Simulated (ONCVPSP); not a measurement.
## Co (Z = 27): one change to an ONCV potential, before and after

ONCVPSP 4.0.1 input, shortened (lines: element, Z, core and valence counts, functional; n l f; lmax; l rc ep ncon nbas qcut; lloc lpopt rc5 dvloc0; l nproj debl; icmod fcfact rcfact), PBE, scalar-relativistic:

```
  Co 27.00    3    4        4      upf
    1    0    2.00
    2    0    2.00
    2    1    6.00
    3    0    2.00
    3    1    6.00
    3    2    7.00
    4    0    1.50
    2
    0    1.15    0.00    3    6   11.10
    1    1.15    0.00    4    7   12.40
    2    0.80    0.00    4    7   10.90
    4    4    0.60    0.00
    0    2    3.60
    1    2    2.50
    2    2    2.10
    0    0.00    0.00
```

In the p channel the program set the typed energies aside and used -2.567, 0.250 Ha.

Change: d: qcut 12.3.

Cutoffs: the cutoffs (Ha) at which the residual kinetic energy of the hardest occupied pseudo-wave falls to 1 and 0.1 mHa per electron; they do not see the model core or the augmentation charge, which bear on the density cutoff. Errors are all-electron minus pseudo energies relative to the spin-unpolarised reference configuration.

Q: How do hardness, ghosts and transferability respond?

A: The potential gets softer (266 Ha and 345 Ha → 248 Ha and 289 Ha); the errors of the 4 common tests hardly move; neither file shows a bound ghost.

| quantity | base | changed |
| --- | --- | --- |
| cutoff, loose | 266 Ha | 248 Ha |
| cutoff, tight | 345 Ha | 289 Ha |
| loose cutoff by channel | s 43 Ha, p 39 Ha, d 266 Ha | s 43 Ha, p 39 Ha, d 248 Ha |
| bound ghosts | none | none |
| GHOST(+) flags under 300 eV | none | none |
| error for 3s2 3p6 3d7 4s2, meV [ΔE -3.60 eV] | +0.3 | +0.3 |
| error for 3s2 3p6 3d7 4s1, meV [ΔE 5.43 eV] | -0.3 | -0.3 |
| error for 3s2 3p6 3d7 4s0, meV [ΔE 22.21 eV] | -0.1 | -0.2 |
| error for 3s2 3p6 3d7.5 4s1.5, meV [ΔE -4.56 eV] | -0.3 | -0.3 |
| s: phases at 1.16 bohr within 0.05 rad from the reference energy up to (Ha; the scan ends near 5) | to the end of the scan | to the end of the scan |
| p: phases at 1.16 bohr within 0.05 rad from the reference energy up to (Ha; the scan ends near 5) | to the end of the scan | to the end of the scan |
| d: phases at 0.81 bohr within 0.05 rad from the reference energy up to (Ha; the scan ends near 5) | to the end of the scan | to the end of the scan |
